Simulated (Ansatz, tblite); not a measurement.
Cost and result up the ladder for `c1ccc2cc3ccccc4cc(c1)c2c43` (26 atoms). Charge 0, multiplicity 1. Geometry: PBE-D4/def2-SVP.

```xyz
26

C    -0.496    2.775    2.309
C    -0.543    1.657    3.199
C    -0.426    0.274    2.999
C    -0.216   -0.342    1.745
C    -0.074   -1.718    1.369
C     0.123   -1.786   -0.050
C     0.314   -2.881   -0.922
C     0.496   -2.775   -2.309
C     0.545   -1.657   -3.199
C     0.426   -0.274   -2.999
C     0.214    0.341   -1.745
C     0.073    1.718   -1.369
C    -0.125    1.786    0.050
C    -0.315    2.881    0.922
C    -0.101    0.424    0.527
C     0.098   -0.425   -0.528
H    -0.628    3.741    2.824
H    -0.704    1.950    4.250
H    -0.504   -0.368    3.892
H    -0.111   -2.577    2.052
H     0.323   -3.897   -0.495
H     0.631   -3.741   -2.823
H     0.708   -1.950   -4.250
H     0.506    0.368   -3.892
H     0.110    2.577   -2.053
H    -0.323    3.897    0.495
```

Ansatz on 4 threads of Arm Neoverse V2 on a shared host; xTB runs through tblite on one thread. Times are rough, summed over both states, and most runs start from the orbitals of an earlier one. PBE0-D4/def2-SVP serves as the yardstick here, not as an exact answer. The other state is a doublet.

The xTB rows come from tblite.

Raw xTB energies of ions are shifted by several eV.

```tsv
level	functions	wall time
GFN2-xTB	74	0.03 s
GFN1-xTB	84	0.037 s
PBE-D4/def2-SVP	274	18 s
PBE0-D4/def2-SVP	274	66 s
```

Q: Estimate what each level gives for the vertical IE (eV).

A: 
| level | vertical IE (eV) | difference from PBE0-D4/def2-SVP (eV) |
| --- | --- | --- |
| GFN2-xTB | 11.84 | 4.92 |
| GFN1-xTB | 12.79 | 5.87 |
| PBE-D4/def2-SVP | 6.90 | -0.01 |
| PBE0-D4/def2-SVP | 6.92 | 0.00 |
